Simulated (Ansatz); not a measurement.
Species, as SMILES: [B]=O (B-O), doublet.
Atoms: B1, O2. Bonds: B1-O2.

Basis-set convergence of the highest harmonic wavenumber at MP2 with Ansatz (a quantum-chemistry and plane-wave program). Each level at its own minimum, finite differences of forces, unscaled; the reference is a large set that could be run, not a limit. All functions are spherical. Cores are frozen. Open shells are unrestricted. No added dispersion term, no relativity. Reference: the value in aug-cc-pVQZ, 1923 cm⁻¹, itself unsure by roughly 8 cm⁻¹ (its mean distance from def2-QZVPP, cc-pVQZ, aug-cc-pVTZ). Deviations are taken from unrounded values.

| basis | functions | highest harmonic wavenumber (cm⁻¹) |
|---|---|---|
| cc-pVDZ | 28 | 1913 |
| aug-cc-pVDZ | 46 | 1861 |
| 6-311G** | 36 | 1944 |
| 6-311+G** | 44 | 1920 |
| cc-pVTZ | 60 | 1922 |
| aug-cc-pVTZ | 92 | 1908 |
| def2-TZVPP | 62 | 1916 |
| def2-TZVPPD | 77 | 1910 |
| cc-pVQZ | 110 | 1928 |
| aug-cc-pVQZ | 160 | 1923 |

What the diffuse functions change, pair by pair:
- cc-pVDZ to aug-cc-pVDZ: 18 more functions, deviation -10 to -61 cm⁻¹
- 6-311G** to 6-311+G**: 8 more functions, deviation 21 to -3 cm⁻¹
- cc-pVTZ to aug-cc-pVTZ: 32 more functions, deviation -1 to -15 cm⁻¹
- def2-TZVPP to def2-TZVPPD: 15 more functions, deviation -7 to -13 cm⁻¹
- cc-pVQZ to aug-cc-pVQZ: 50 more functions, deviation 5 to 0 cm⁻¹

Leaving out the reference's own pair, they bring the value nearer the reference by more than 8 cm⁻¹ in 1 of 4 pairs.
